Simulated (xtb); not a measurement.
Job for xtb: GFN2-xTB on ClH3SiSn (SMILES [SiH3][Sn][Cl]), a point of a torsion scan.

```
$ xtb mol.xyz --gfn 2 --opt vtight --chrg 0 --uhf 0 --input xcontrol
6

Si    -0.80629797     0.00374930     0.01502180
Sn     1.41655512     1.18176022    -0.04531419
Cl     2.76944441    -0.02288808    -1.56664432
H     -1.07188208    -0.44920099     1.37390403
H     -1.84126623     0.92984340    -0.47254125
H     -0.76709661    -1.15735279    -0.88980175
$constrain
  force constant=1.0
  dihedral: 4,1,2,3,120.0
$end
```

It printed:

```
[...]
           -------------------------------------------------
          |                Calculation Setup                |
           -------------------------------------------------



           -------------------------------------------------
          |                 G F N 2 - x T B                 |
           -------------------------------------------------

        Reference                      10.1021/acs.jctc.8b01176
      * Hamiltonian:
        H0-scaling (s, p, d)           1.850000    2.230000    2.230000
        zeta-weighting                 0.500000
      * Dispersion:
        s8                             2.700000
        a1                             0.520000
        a2                             5.000000
        s9                             5.000000
      * Repulsion:
        kExp                           1.500000    1.000000
        rExp                           1.000000
      * Coulomb:
        alpha                          2.000000
        third order                    shell-resolved
        anisotropic                    true
        a3                             3.000000
        a5                             4.000000
        cn-shift                       1.200000
        cn-exp                         4.000000
        max-rad                        5.000000


          ...................................................
          :                      SETUP                      :
          :.................................................:
          :  # basis functions                  33          :
          :  # atomic orbitals                  30          :
          :  # shells                           12          :
          :  # electrons                        18          :
          :  max. iterations                   250          :
          :  Hamiltonian                  GFN2-xTB          :
          :  restarted?                      false          :
          :  GBSA solvation                  false          :
          :  PC potential                    false          :
          :  electronic temp.          300.0000000     K    :
          :  accuracy                    1.0000000          :
          :  -> integral cutoff          0.2500000E+02      :
          :  -> integral neglect         0.1000000E-07      :
          :  -> SCF convergence          0.1000000E-05 Eh   :
          :  -> wf. convergence          0.1000000E-03 e    :
          :  Broyden damping             0.4000000          :
          :  net charge                          0          :
          :  unpaired electrons                  0          :
          ...................................................

 iter      E             dE          RMSdq      gap      omega  full diag
   1     -9.7069574 -0.970696E+01  0.332E+01    0.80       0.0  T
   2     -9.7158100 -0.885263E-02  0.143E+01    2.53       1.0  T
   3     -9.9271146 -0.211305E+00  0.175E+01    1.24       1.0  T
   4     -9.9900282 -0.629136E-01  0.836E+00    1.54       1.0  T
   5     -9.9972813 -0.725312E-02  0.380E+00    1.67       1.0  T
   6    -10.0022025 -0.492113E-02  0.293E-01    1.82       1.0  T
   7    -10.0022644 -0.619005E-04  0.166E-01    1.83       1.0  T
   8    -10.0022544  0.991398E-05  0.168E-01    1.81       1.0  T
   9    -10.0022931 -0.386113E-04  0.444E-02    1.82       1.0  T
  10    -10.0022938 -0.765227E-06  0.386E-02    1.82       1.1  T
  11    -10.0022939 -0.102572E-06  0.257E-02    1.82       1.6  T
  12    -10.0022942 -0.245619E-06  0.122E-02    1.82       3.3  T
  13    -10.0022942 -0.422740E-07  0.171E-03    1.82      23.9  T
  14    -10.0022942 -0.110244E-08  0.726E-04    1.82      56.2  T
  15    -10.0022942 -0.348304E-09  0.305E-04    1.82     133.7  T

   *** convergence criteria satisfied after 15 iterations ***

         #    Occupation            Energy/Eh            Energy/eV
      -------------------------------------------------------------
         1        2.0000           -1.0305837             -28.0436
       ...           ...                  ...                  ...
         3        2.0000           -0.6872944             -18.7022
         4        2.0000           -0.4336857             -11.8012
         5        2.0000           -0.4306488             -11.7185
         6        2.0000           -0.4238692             -11.5341
         7        2.0000           -0.4173164             -11.3558
         8        2.0000           -0.4162432             -11.3266
         9        2.0000           -0.3382370              -9.2039 (HOMO)
        10                         -0.2712957              -7.3823 (LUMO)
        11                         -0.2150761              -5.8525
        12                         -0.1749620              -4.7610
        13                         -0.1654545              -4.5022
        14                         -0.1426747              -3.8824
       ...                                ...                  ...
        30                
[...]
           -11.3119
         8        2.0000           -0.4109163             -11.1816
         9        2.0000           -0.3453826              -9.3983 (HOMO)
        10                         -0.2734221              -7.4402 (LUMO)
        11                         -0.2104905              -5.7277
        12                         -0.1802516              -4.9049
        13                         -0.1770108              -4.8167
        14                         -0.1438474              -3.9143
       ...                                ...                  ...
        30                          0.8185324              22.2734
      -------------------------------------------------------------
                  HL-Gap            0.0719605 Eh            1.9581 eV
             Fermi-level           -0.3094024 Eh           -8.4193 eV

 SCC (total)                   0 d,  0 h,  0 min,  0.004 sec
 SCC setup                      ...        0 min,  0.000 sec (  1.307%)
 Dispersion                     ...        0 min,  0.000 sec (  0.355%)
 classical contributions        ...        0 min,  0.000 sec (  0.188%)
 integral evaluation            ...        0 min,  0.001 sec ( 26.165%)
 iterations                     ...        0 min,  0.001 sec ( 18.006%)
 molecular gradient             ...        0 min,  0.002 sec ( 51.665%)
 printout                       ...        0 min,  0.000 sec (  2.120%)

         :::::::::::::::::::::::::::::::::::::::::::::::::::::
         ::                     SUMMARY                     ::
         :::::::::::::::::::::::::::::::::::::::::::::::::::::
         :: total energy              -9.979028033483 Eh    ::
         :: gradient norm              0.000041385662 Eh/a0 ::
         :: HOMO-LUMO gap              1.958143584234 eV    ::
         ::.................................................::
         :: SCC energy               -10.005953918001 Eh    ::
         :: -> isotropic ES            0.007937769932 Eh    ::
         :: -> anisotropic ES          0.005458600868 Eh    ::
         :: -> anisotropic XC         -0.000426251191 Eh    ::
         :: -> dispersion             -0.004422370400 Eh    ::
         :: repulsion energy           0.026925883789 Eh    ::
         :: add. restraining           0.000000000729 Eh    ::
         :: total charge               0.000000000000 e     ::
         :::::::::::::::::::::::::::::::::::::::::::::::::::::

           -------------------------------------------------
          |                Property Printout                |
           -------------------------------------------------

    * Orbital Energies and Occupations

         #    Occupation            Energy/Eh            Energy/eV
      -------------------------------------------------------------
         1        2.0000           -1.0331987             -28.1148
         2        2.0000           -0.8066195             -21.9492
         3        2.0000           -0.6790336             -18.4774
         4        2.0000           -0.4306239             -11.7179
         5        2.0000           -0.4221079             -11.4861
         6        2.0000           -0.4204019             -11.4397
         7        2.0000           -0.4157055             -11.3119
         8        2.0000           -0.4109163             -11.1816
         9        2.0000           -0.3453826              -9.3983 (HOMO)
        10                         -0.2734221              -7.4402 (LUMO)
        11                         -0.2104905              -5.7277
        12                         -0.1802516              -4.9049
        13                         -0.1770108              -4.8167
        14                         -0.1438474              -3.9143
        15                         -0.1073453              -2.9210
        16                         -0.0944024              -2.5688
        17                         -0.0705853              -1.9207
        18                         -0.0636077              -1.7309
        19                         -0.0221511              -0.6028
        20                          0.0018106               0.0493
       ...                                ...                  ...
        30                          0.8185324              22.2734
      -------------------------------------------------------------
                  HL-Gap            0.0719605 Eh            1.9581 eV
             Fermi-level           -0.3094024 Eh           -8.4193 eV

     #   Z          covCN         q      C6AA      α(0)
     1  14 Si       3.645     0.335   101.732    19.341
     2  50 Sn       1.706     0.264   455.243    45.866
     3  17 Cl       0.803    -0.304   108.756    15.953
     4   1 H        0.913    -0.106     5.782     3.761
     5   1 H        0.913    -0.106     5.792     3.765
     6   1 H        0.916    -0.084     5.027     3.507
Note: The following floating-point exceptions are signalling: IEEE_UNDERFLOW_FLAG IEEE_DENORMAL
normal termination of xtb

 Mol. C6AA /au·bohr⁶  :       2352.432311
 Mol. C8AA /au·bohr⁸  :     170938.615172
 Mol. α(0) /au        :         92.192571


Wiberg/Mayer (AO) data.
largest (>0.10) Wiberg bond orders for each atom

 ---------------------------------------------------------------------------
     #   Z sym  total        # sym  WBO       # sym  WBO       # sym  WBO
 ---------------------------------------------------------------------------
     1  14 Si   3.576 --     2 Sn   0.974     5 H    0.865     4 H    0.865
                             6 H    0.861
     2  50 Sn   2.384 --     3 Cl   1.182     1 Si   0.974
     3  17 Cl   1.198 --     2 Sn   1.182
     4   1 H    0.989 --     1 Si   0.865
     5   1 H    0.989 --     1 Si   0.865
     6   1 H    0.993 --     1 Si   0.861
 ---------------------------------------------------------------------------

Topologies differ in total number of bonds
Writing topology from bond orders to xtbtopo.mol

molecular dipole:
                 x           y           z       tot (Debye)
 q only:       -0.487       0.850       0.830
   full:        0.264       1.484       0.980       4.570
molecular quadrupole (traceless):
                xx          xy          yy          xz          yz          zz
 q only:       -5.694       3.534       6.216       6.885      -0.202      -0.522
  q+dip:       -6.032       6.858       8.436       7.730       1.174      -2.404
   full:       -8.474       4.495       8.452       9.107      -1.467       0.022

           -------------------------------------------------
          |                Geometry Summary                 |
           -------------------------------------------------

      molecular mass/u    :      185.2723711
   center of mass at/Å    :        1.3968160       0.8360841      -0.3191143
  moments of inertia/u·Å² :        0.1238601E+03   0.2463263E+03   0.3648306E+03
rotational constants/cm⁻¹ :        0.1361022E+00   0.6843617E-01   0.4620675E-01

 * 3 selected distances

     #   Z          #   Z                                           value/Å
     1  14 Si       4   1 H                                       1.4806660 (max)
     1  14 Si       5   1 H                                       1.4806487
     1  14 Si       6   1 H                                       1.4731507 (min)

 * 1 distinct bonds (by element types)

   Z      Z             #   av. dist./Å        max./Å        min./Å
   1 H   14 Si          3     1.4781551     1.4806660     1.4731507


optimized geometry written to: xtbopt.xyz


           -------------------------------------------------
          | TOTAL ENERGY               -9.979028033483 Eh   |
          | GRADIENT NORM               0.000041385662 Eh/α |
          | HOMO-LUMO GAP               1.958143584234 eV   |
           -------------------------------------------------

------------------------------------------------------------------------
------------------------------------------------------------------------
 total:
 SCF:
 ANC optimizer:
```

The run finished.

Warnings raised: the energy holds the restraint's term.

Cost: around 0.09 core-seconds (rough).
